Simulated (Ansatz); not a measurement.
Cost and result for the atomization energy of CH6BGa, SMILES `C[BH][GaH2]` (9 atoms, 8 bonds).

Z-matrix (Å, degrees):
```
C
B 1 1.556
H 1 1.104 2 103.4
H 1 1.094 2 113.6 3 113.2
H 1 1.091 2 117.2 3 -117.1
Ga 2 2.078 1 126.0 3 99.5
H 2 1.205 1 116.3 3 -77.0
H 6 1.579 2 122.9 1 -86.4
H 6 1.579 2 122.6 1 94.6
```

Charge 0, multiplicity 1. Correlated methods include outer-core shells of Ga, which these sets cover unevenly. Scalar relativity is left out up to krypton. All single points use the PBE0-D4/def2-TZVP geometry. Program: Ansatz. Hardware: A = 2 threads of an AMD EPYC 7R13 on a shared host; B = 2 threads of an AMD EPYC 7R13 on a shared host and a share of an NVIDIA H100 80 GB. Times are those of one run each, without the atoms' runs, and a repeat can differ threefold. Electronic energies, without spin–orbit coupling; frozen cores. CCSD(T)/CBS adds CCSD(T) − MP2 in def2-TZVPP to the MP2 limit, and its time is that of the two runs behind it. T1 = 0.013. With those shells the extrapolation isn't a true limit.

CCSD(T)/CBS is a level of theory with its own doubt, some kJ/mol a heavy atom from the limit and from the frozen cores, so smaller differences don't rank the functionals.

```json
{"level": "BLYP-D4/def2-TZVPP [A]", "functions": "194", "wall time": "2.2 s", "atomization (kJ/mol)": "2779.3", "difference from CCSD(T)/CBS": "-26.5", "per bond": "-3.3"}
{"level": "BHLYP-D4/def2-TZVPP [A]", "functions": "194", "wall time": "2.6 s", "atomization (kJ/mol)": "2774.4", "difference from CCSD(T)/CBS": "-31.4", "per bond": "-3.9"}
{"level": "PBE-D4/def2-TZVPP (with forces) [A]", "functions": "194", "wall time": "2.6 s", "atomization (kJ/mol)": "2823.9", "difference from CCSD(T)/CBS": "18.1", "per bond": "2.3"}
{"level": "CCSD(T)/def2-TZVPP [B]", "functions": "194", "wall time": "3.2 s", "atomization (kJ/mol)": "2760.0", "difference from CCSD(T)/CBS": "-45.8", "per bond": "-5.7"}
{"level": "CCSD(T)/def2-SVP [A]", "functions": "90", "wall time": "3.8 s", "atomization (kJ/mol)": "2689.0", "difference from CCSD(T)/CBS": "-116.8", "per bond": "-14.6"}
{"level": "r2SCAN-D4/def2-TZVPP (with forces) [A]", "functions": "194", "wall time": "4 s", "atomization (kJ/mol)": "2830.6", "difference from CCSD(T)/CBS": "24.8", "per bond": "3.1"}
{"level": "r2SCANh-D4/def2-TZVPP [A]", "functions": "194", "wall time": "4.3 s", "atomization (kJ/mol)": "2822.2", "difference from CCSD(T)/CBS": "16.4", "per bond": "2.0"}
{"level": "PBE-QIDH/def2-TZVPP [A]", "functions": "194", "wall time": "4.7 s", "atomization (kJ/mol)": "2805.9", "difference from CCSD(T)/CBS": "0.1", "per bond": "0.0"}
{"level": "B2PLYP/def2-TZVPP [A]", "functions": "194", "wall time": "4.9 s", "atomization (kJ/mol)": "2782.3", "difference from CCSD(T)/CBS": "-23.5", "per bond": "-2.9"}
{"level": "ωB97X-V/def2-TZVPP [A]", "functions": "194", "wall time": "6.5 s", "atomization (kJ/mol)": "2822.4", "difference from CCSD(T)/CBS": "16.6", "per bond": "2.1"}
{"level": "B97M-V/def2-TZVPP [A]", "functions": "194", "wall time": "7.5 s", "atomization (kJ/mol)": "2841.8", "difference from CCSD(T)/CBS": "36.0", "per bond": "4.5"}
{"level": "CCSD(T)/def2-QZVPP [B]", "functions": "383", "wall time": "19 s", "atomization (kJ/mol)": "2788.1", "difference from CCSD(T)/CBS": "-17.7", "per bond": "-2.2"}
{"level": "CCSD(T)/CBS(def2)", "functions": "–", "wall time": "22 s", "atomization (kJ/mol)": "2805.8", "difference from CCSD(T)/CBS": "0.0", "per bond": "0.0"}
```

At CCSD(T), def2-SVP lies −116.8 kJ/mol from the extrapolated value and def2-TZVPP −45.8 kJ/mol: correlation converges slowly with the basis, and small sets miss more of it in the bonded molecule than in its fragments. From r2SCAN to r2SCAN0 (25 % exact exchange), in def2-TZVPP and without D4, the atomization energy moves by −20.4 kJ/mol: exact exchange takes away binding that semilocal exchange gives to molecules. The D4 term adds +21.8 kJ/mol with B3LYP and +11.3 kJ/mol with PBE0; it sums over pairs of atoms, weighted by their polarisabilities, and B3LYP, whose exchange is more repulsive, gets the larger term.

B3LYP here is the variant with VWN-RPA as its local correlation; programs differ in this.
